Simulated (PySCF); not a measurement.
# Does the structure fit the spectrum?

A compound C6H5NO gives the data below (simulated from a calculation) and was assigned the structure `O=Cc1ccccn1`.

¹³C{¹H} NMR (computed): δ 195.4 (CH), 157.4 (CH, 2C), 144.2 (C), 127.2 (CH, 2C).

¹H NMR (400 MHz, computed): δ 9.99 (s, 1H), 9.12 (dd, J = 5.5, 1.0 Hz, 2H), 7.66 (dd, J = 5.5, 1.0 Hz, 2H).

- J: B3LYP/pcJ-1 (spin–dipole term only in couplings to heteroatoms)
- structure optimised with PBE0-D3(BJ)/def2-SVP
- σ from GIAO-PBE0/pcSseg-1
- run in PySCF 2.14
- one conformer, rapidly exchanging positions averaged, no solvent model, relativity neglected

Scale: TMS for ¹H and ¹³C (reference shieldings calculated alike).

(1) Compare with the shifts computed for the proposed structure, pairing carbons in order of shift.

(2) Which isomer fits?

## Answers

(1) Atoms are numbered as in `[O:1]=[CH:2][c:3]1[cH:4][cH:5][cH:6][cH:7][n:8]1` (H(Xn): hydrogen on atom n).

| atom | computed for proposal | given list | difference |
| --- | --- | --- | --- |
| C2 | 198.8 | 195.4 | +3.4 |
| C3 | 156.7 | 157.4 | -0.7 |
| C7 | 155.7 | 157.4 | -1.7 |
| C5 | 142.1 | 144.2 | -2.1 |
| C6 | 132.9 | 127.2 | +5.7 |
| C4 | 127.1 | 127.2 | -0.1 |

The rms difference is 2.9 ppm and the largest +5.7 ppm at C6 (aromatic CH). The proposal also would give 6 carbon signals, not 4. The carbon types in order of shift don't match either: CH, C, CH, CH, CH, CH for the proposal against CH, CH, CH, C, CH, CH in the data. The proposal doesn't fit.

(2) `O=Cc1ccncc1`.

Carbon types of the structure: 1 × C, 5 × CH, which accounts for all hydrogens. δC 195.4: aldehyde carbonyl carbon; the double bond to the heteroatom, with no lone-pair donor beside it, deshields it most. δC 157.4: aromatic CH next to a ring nitrogen; the adjacent pyridine-type nitrogen withdraws density from it. δC 127.2: aromatic CH; the aromatic region. δH 9.99: hydrogen on an aldehyde carbonyl carbon; the formyl region, downfield of aromatic protons. The protons at 7.66 and 9.12 share a coupling of 5.5 Hz (vicinal, an ortho-type coupling).

This is the structure that produced the data.

Splittings below 1 Hz are ignored in the labels, and close J values are merged. Couplings among chemically equivalent protons are left out too, so labels in AA′BB′ or AA′XX′ sets are apparent multiplicities. Unscaled 3J(H,H) at this level run about 9 % above measured values. Shifts are as computed. Against solution values, carbons near 30 ppm lie about +2 ppm off and those near 130 ppm about +4 ppm. Of 246 compounds with measured shifts, 49 miss one by over three times the rms of a fit or turn the order of signals round; such compounds aren't used in these exercises.
